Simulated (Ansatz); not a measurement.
CH6NOSi (`CO[SiH2][NH]`) radical, relaxed with UKS PBE-D4/def2-SVP in the Gaussian-basis code of Ansatz from a rough embedded geometry. The force threshold is 0.03 eV/Å; the program also tests the step.

Charge 0, multiplicity 2.

Start:

```xyz
10

C     1.178    0.809   -0.047
O     0.547   -0.195   -0.806
Si   -1.026   -0.496   -0.451
N    -1.122   -0.819    1.366
H     1.402    0.493    0.965
H     2.234    0.951   -0.537
H     0.707    1.779   -0.093
H    -1.532   -1.660   -1.132
H    -1.851    0.766   -0.716
H    -0.535   -1.627    1.451
```

Task: How much energy does the relaxation release, and in how many steps? (An estimate is asked.)

Result: The calculation gave: 0.47 eV, in 9 steps, 1 of them rejected.

Task: Which bonds change most? (Best estimate.)

Result: The calculation gave: Si3–N4 from 1.848 to 1.755 Å; C1–H6 from 1.173 to 1.110 Å; Si3–H8 from 1.440 to 1.501 Å; O2–Si3 from 1.641 to 1.681 Å.

Task: Give the relaxed structure. (Estimate.)

Result: Ansatz gave: 
```xyz
10

C     1.303    0.850   -0.142
O     0.569   -0.206   -0.729
Si   -1.034   -0.550   -0.362
N    -1.431   -1.294    1.177
H     1.486    0.685    0.946
H     2.291    0.920   -0.643
H     0.792    1.835   -0.254
H    -1.479   -1.513   -1.424
H    -1.858    0.719   -0.401
H    -0.640   -1.445    1.832
```
